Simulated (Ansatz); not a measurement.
Cost and result for the atomization energy of Cl2GeH4O2Si (`O[Si](O)(Cl)[GeH2][Cl]`) (10 atoms, 9 bonds).

Cartesian coordinates in Å:
```
O 1.0977 0.3695 1.5221
Si 0.0438 -0.4809 0.6155
O 0.6580 -1.9584 0.3440
Cl -1.7535 -0.5915 1.6139
Ge -0.3507 0.5704 -1.4758
Cl -0.6341 2.6452 -0.8847
H 0.8330 1.2458 1.8113
H 0.9022 -2.5088 1.0916
H 0.8413 0.5622 -2.4433
H -1.6377 0.1465 -2.1947
```

Total charge 0; spin multiplicity 1. Correlated methods include outer-core shells of Ge, which these sets cover unevenly. Scalar relativity is left out up to krypton. Geometry: relaxed with PBE0-D4/def2-TZVP. It is one conformer, not always the lowest. Program: Ansatz. All runs use 2 threads of an AMD EPYC 7R13 on a shared host and a share of an NVIDIA H100 80 GB. Times are those of one run each, without the atoms' runs, and a repeat can differ threefold. Electronic energies, without spin–orbit coupling; frozen cores. CCSD(T)/CBS adds CCSD(T) − MP2 in def2-TZVPP to the MP2 limit, and its time is that of the two runs behind it. T1 = 0.011. With those shells the extrapolation isn't a true limit. B3LYP takes the VWN-RPA correlation (the form of Gaussian; ORCA's B3LYP/G).

CCSD(T)/CBS is a level of theory with its own doubt, some kJ/mol a heavy atom from the limit and from the frozen cores, so smaller differences don't rank the functionals.

```csv
level,functions,wall time
PBE-D4/def2-TZVPP (with forces),292,1.8 s
r2SCAN-D4/def2-TZVPP (with forces),292,2.4 s
B3LYP-D4/def2-TZVPP (with forces),292,2.9 s
B2PLYP/def2-TZVPP,292,3.7 s
ωB97X-V/def2-TZVPP,292,6.5 s
PBE0-D4/def2-TZVPP,292,6.5 s
MP2/def2-QZVPP,533,9 s
ωB97M-V/def2-TZVPP (with forces),292,10 s
CCSD(T)/def2-TZVPP,292,12 s
CCSD(T)/CBS(def2),–,21 s
```

Task: What atomization energy does each give, and how far from CCSD(T)/CBS? (An estimate is asked.)

Result: Ansatz gave: 
```tsv
level	atomization (kcal/mol)	difference from CCSD(T)/CBS	per bond
PBE-D4/def2-TZVPP (with forces)	829.1	2.0	0.2
r2SCAN-D4/def2-TZVPP (with forces)	826.0	-1.1	-0.1
B3LYP-D4/def2-TZVPP (with forces)	811.3	-15.8	-1.8
B2PLYP/def2-TZVPP	805.9	-21.2	-2.3
ωB97X-V/def2-TZVPP	826.1	-1.0	-0.1
PBE0-D4/def2-TZVPP	813.7	-13.4	-1.5
MP2/def2-QZVPP	839.4	12.3	1.4
ωB97M-V/def2-TZVPP (with forces)	822.7	-4.4	-0.5
CCSD(T)/def2-TZVPP	800.6	-26.5	-2.9
CCSD(T)/CBS(def2)	827.1	0.0	0.0
```

From PBE to PBE0 (25 % exact exchange), in def2-TZVPP and without D4, the atomization energy moves by −14.4 kcal/mol: exact exchange takes away binding that semilocal exchange gives to molecules. In def2-TZVPP, CCSD(T) changes the Hartree–Fock value by +218.9 kcal/mol (the triples alone add +14.7 kcal/mol) and MP2 by +242.0 kcal/mol; breaking electron pairs costs correlation energy, which Hartree–Fock lacks. The D4 term adds +12.7 kcal/mol with B3LYP and +6.7 kcal/mol with PBE0; it sums over pairs of atoms, weighted by their polarisabilities, and B3LYP, whose exchange is more repulsive, gets the larger term.
